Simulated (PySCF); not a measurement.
C₂H₄FNOSi, SMILES C(=O)/N=C/[SiH2]F.

Geometry optimised at B3LYP-D3(BJ)/def2-SVP. The structure was generated by enumeration; whether it is a known compound was not checked. Other conformers were not sampled.

Calculation: TDDFT-M06-2X/def2-SVPD in PySCF.

Vertical excitations. Isolated molecule, no solvent.

Computed UV-visible absorptions:
| state | energy (eV) | λ (nm) | f | main pairs |
|---|---|---|---|---|
| S1 | 3.61 | 344 | 0.005 | HOMO→LUMO 93 % |
| S2 | 4.62 | 268 | 0.001 | HOMO−1→LUMO 48 %, HOMO→LUMO+1 19 %, HOMO→LUMO+3 9 % |
| S3 | 6.24 | 199 | 0.021 | HOMO−1→LUMO 39 %, HOMO→LUMO+1 34 %, HOMO→LUMO+2 8 % |
| S4 | 6.81 | 182 | 0.098 | HOMO−2→LUMO 36 %, HOMO−3→LUMO 16 %, HOMO→LUMO+1 15 %, HOMO−1→LUMO+1 9 % |
| S5 | 6.92 | 179 | 0.087 | HOMO−3→LUMO 31 %, HOMO−4→LUMO 28 %, HOMO−2→LUMO 17 %, HOMO→LUMO+2 7 % |
| S6 | 7.16 | 173 | 0.149 | HOMO−2→LUMO 35 %, HOMO−1→LUMO+1 19 %, HOMO→LUMO+1 18 %, HOMO→LUMO+2 12 % |
| S7 | 7.24 | 171 | 0.004 | HOMO→LUMO+2 29 %, HOMO−1→LUMO+1 20 %, HOMO−1→LUMO+2 15 %, HOMO−1→LUMO+3 7 % |
| S8 | 7.76 | 160 | 0.029 | HOMO→LUMO+3 65 %, HOMO→LUMO+2 20 % |
| S9 | 7.94 | 156 | 0.021 | HOMO−4→LUMO 32 %, HOMO−2→LUMO+1 26 %, HOMO−3→LUMO 24 % |
| S10 | 8.19 | 151 | 0.031 | HOMO−2→LUMO+1 39 %, HOMO−2→LUMO+2 20 %, HOMO−4→LUMO 10 %, HOMO−3→LUMO 6 % |
| T1 | 3.16 | 393 | 0 | HOMO→LUMO 90 % |
| T2 | 4.14 | 299 | 0 | HOMO−1→LUMO 49 %, HOMO→LUMO+1 19 %, HOMO→LUMO+3 9 % |
| T3 | 4.81 | 258 | 0 | HOMO−2→LUMO 59 %, HOMO−4→LUMO 19 %, HOMO−3→LUMO 9 % |
| T4 | 5.54 | 224 | 0 | HOMO→LUMO+1 25 %, HOMO−1→LUMO 16 %, HOMO−3→LUMO 10 %, HOMO−4→LUMO 8 % |
Triplets are in the Tamm–Dancoff approximation, which puts them higher than full response would, so one can lie above its singlet here.
